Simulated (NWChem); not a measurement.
System: C3H5NO; SMILES N#CCCO

NWChem input:

```
start job
memory heap 200 mb stack 900 mb global 1100 mb
geometry units angstroms noautosym nocenter noautoz
  N      0.304263     2.576742     0.016422
  C     -0.131528     1.501199    -0.009773
  C     -0.637555     0.127610    -0.037325
  C      0.499496    -0.919347     0.008300
  O     -0.014065    -2.234074    -0.074969
  H     -1.312829    -0.016141     0.816485
  H     -1.229209    -0.027510    -0.946664
  H      1.150742    -0.788167    -0.859924
  H      1.110712    -0.767452     0.909310
  H     -0.426792    -2.456070     0.774024
end
basis spherical
  * library def2-svp
end
dft
  xc b3lyp
  iterations 150
  mulliken
end
task dft energy
esp
  recalculate
  probe 0.07
  range 0.3
  factor 1.0
  spacing 0.02
end
task esp
```

Geometry: optimised at B3LYP/6-31G* (spherical d).

Atomic charges in e: unrestrained fits to the electrostatic potential beside Mulliken populations; buried atoms are poorly determined by the fit.

Atoms are numbered as in the input.

What results follow from this input? (B3LYP/def2-SVP.) Quantities: ESP N1; Mulliken N1; ESP C2; Mulliken C2; ESP C3; Mulliken C3; ESP C4; Mulliken C4; ESP O5; Mulliken O5; relative RMS misfit of the potential (%).


```yaml
ESP N1: -0.43
Mulliken N1: 0.04
ESP C2: 0.27
Mulliken C2: -0.28
ESP C3: -0.11
Mulliken C3: 0.07
ESP C4: 0.44
Mulliken C4: 0.18
ESP O5: -0.63
Mulliken O5: -0.31
relative RMS misfit of the potential (%): 16
```
